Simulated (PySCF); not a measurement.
## Adding and removing an electron: KBr

PBE; PySCF, spin-free X2C with a Gaussian nucleus, basis sets K x2c-SVPall, Br x2c-SVPall. Neutral (UKS): singlet (closed shell), Re = 2.831 Å, ωe = 220 cm⁻¹, De = 3.72 eV, HOMO -4.26 eV, LUMO -1.94 eV.

KBr⁺ (UKS): doublet (π ↑), Re = 3.420 Å, ωe = 84.6 cm⁻¹, De = 0.31 eV to K⁺ + Br. The energies at the minima are -3207.44964 hartree for KBr and -3207.16065 for KBr⁺.

(1) Work out the adiabatic ionisation energy, without and with harmonic zero-point energies (1 hartree = 27.2114 eV, 1 eV = 8065.5 cm⁻¹), and the change of the bond length.

Weak bonds: KBr⁺. Basis-set superposition, not corrected here, can be much of De in a small basis, most of all at correlated wavefunction levels. Spin–orbit coupling is left out. For an ion De counts to the pair picked by the measured ionisation energies or electron affinities, which need not be the lowest pair at this level. States were picked by a PBE0 search and need not be the measured ground states.

## Answers

(1) At PBE: 0.28899 hartree = 7.864 eV between the minima; the zero-point term (84.6 − 220.0)/2 cm⁻¹ = -0.008 eV makes it 7.855 eV. Re changes by +58.9 pm against the neutral. Minus the HOMO energy is 4.26 eV, -3.60 eV from the value between the minima; self-interaction puts the Kohn–Sham level too high, less so with exact exchange. The electron leaves a π orbital, and the ion is left as a loose complex of an ion and an atom.
